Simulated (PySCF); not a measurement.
CH3ClSTe. Atoms are numbered in the order given.

```xyz
7

Te     0.2255     0.0272     0.7253
Cl     0.8705     1.9628    -0.5892
S     -0.3996    -1.5622    -0.9377
C     -2.1235    -1.1118    -1.3751
H     -2.7866    -1.1503    -0.4909
H     -2.4530    -1.8634    -2.1207
H     -2.1494    -0.1058    -1.8341
```
Charge 0, spin multiplicity 1.

Geometry optimised at PBE-D3(BJ)/def2-SVP. This is a generated structure with no PubChem entry under its InChIKey; it may be hypothetical. The def2 effective core potentials stand for the cores of Te; spin–orbit coupling is left out. Other conformers were not sampled.

All values below come from PBE-D3(BJ)/def2-SVP run with PySCF 2.14.0.

Frequencies are harmonic and unscaled.

Computed harmonic wavenumbers and intensities:
```tsv
mode	ν (cm⁻¹)	IR (km/mol)	moving atoms (share of kinetic energy)
1	66	1.9	Cl 38 %, C 36 %, H 16 %, Te 10 %
2	115	1.0	H 53 %, S 23 %, Cl 13 %
3	147	1.5	H 51 %, S 31 %, Cl 11 %
4	192	0.1	C 45 %, H 23 %, S 17 %, Te 14 %
5	326	39.8	Cl 73 %, Te 24 %
6	358	3.8	S 75 %, Te 17 %
7	671	2.8	C 58 %, S 31 %, H 11 %
8	919	3.1	H 83 %, C 15 %
9	923	7.4	H 79 %, C 18 %
10	1267	6.8	H 86 %, C 13 %
11	1381	12.6	H 96 %
12	1396	10.1	H 95 %
13	2980	9.6	H 98 %
14	3091	0.5	H 90 %, C 10 %
15	3110	1.0	H 90 %, C 10 %
```
